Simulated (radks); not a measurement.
The numbers below are computed, except where a source is named.
Question: These are the eigenvalues of the occupied orbitals of an atom or ion with whole-number occupations (hartree). Level of theory: scalar-relativistic Kohn-Sham, SCAN, spin-polarised, spherical densities, finite nucleus; meta-GGA in the generalised Kohn-Sham scheme; Fermi nuclear charge, rms radius of each element as measured or else 0.836 A^(1/3) + 0.57 fm (a radial shooting solver on a logarithmic mesh with Libxc functionals).

1s up: -2186.553
1s down: -2184.089
2s up: -517.1491
2s down: -513.2843
2p up: -484.0135

Which element is it, and in what charge state? The configuration may be excited. Open shells, if any, are filled with parallel spins first.

Answer: Z = 66, dysprosium, charge +59: Dy59+ in [He] 2s2 2p3. The list shows which subshells hold electrons but not how many an open one holds; the 1s level, -2186.6 hartree, gives Z - s = 66.1 by -(Z - s)^2/2, which with screening and relativity narrows Z to a few neighbours, and the depths of the outer levels then fix element, charge and occupations together.
